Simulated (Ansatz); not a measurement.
The same path of AsH7SSi2 (11 atoms, charge 0, multiplicity 1) was run twice with different band settings. The coordinate that changes most is the dihedral Si1–Si2–As4–H11.

Computed with RKS PBE0-D4/def2-SVP in Ansatz.

Relaxed end points:

```xyz
11
Properties=species:S:1:pos:R:3
Si -1.109 1.341 -0.281
Si -0.058 -0.569 0.572
S 1.108 0.100 2.259
As 1.385 -1.586 -1.020
H -1.948 0.940 -1.453
H -1.976 2.007 0.738
H -0.057 2.300 -0.739
H -1.064 -1.598 0.986
H 1.627 -1.115 2.546
H 1.874 -0.227 -1.512
H 0.283 -1.650 -2.076
```

```xyz
11
Properties=species:S:1:pos:R:3
Si -1.361 1.422 -0.252
Si -0.161 -0.487 0.384
S 1.211 0.190 1.906
As 0.851 -1.431 -1.548
H -2.415 1.033 -1.238
H -2.004 2.064 0.935
H -0.427 2.396 -0.895
H -1.091 -1.528 0.927
H 1.818 -1.006 2.076
H 1.720 -2.365 -0.709
H 1.924 -0.346 -1.566
```

Common settings: spring 5.0 eV/Å²; optimiser quadratic models (default); start path through a guess of the saddle point; force threshold 0.03 eV/Å; end points relaxed.

| run | movable images | climbing image | iteration limit |
| --- | --- | --- | --- |
| 1 | 9 | yes | 45 |
| 2 | 6 | no | 60 |

**Question.** What does each run give, and how far can it be trusted?

**Answer.** Run 1: converged after 15 iterations, highest image 0.067 eV above the first end. A vibrational analysis at the climbing image gives one clearly imaginary mode, 117i cm⁻¹: a first-order saddle point.
Run 2: converged after 11 iterations, highest image 0.066 eV above the first end. No image climbed, so the highest image needn't sit at the top of the path.
